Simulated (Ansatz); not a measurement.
```xyz
9

C     0.274   -2.208    1.593
C     0.051   -1.250    0.878
Zr   -0.390    0.466   -0.412
O     0.074    2.035    0.550
O     0.649    0.274   -1.989
Cl   -2.690    0.491   -0.951
H     0.466   -3.049    2.220
H     0.369    2.881    0.874
H     1.197    0.361   -2.764
```

The species carries charge 0 and has multiplicity 1. Zr takes the def2 core potential.

Question: List the PBE0/def2-TZVPP orbital energies in eV (Ansatz). (Estimate.)

Answer: Ansatz gave: Occupied: -2766.77, -523.04, -523.04, -278.20, -277.55, -258.63, -196.85, -196.81, -196.80, -59.45, -36.21, -35.89, -35.58, -27.46, -27.21, -21.95, -20.57, -14.94, -14.71, -14.43, -10.58, -10.46, -10.42, -10.14, -9.90, -9.62, -9.12, -8.96, -8.01, -8.01. Lowest empty: -1.57, -1.18, -0.27, -0.18, -0.09, 0.27, 0.62, 1.04.
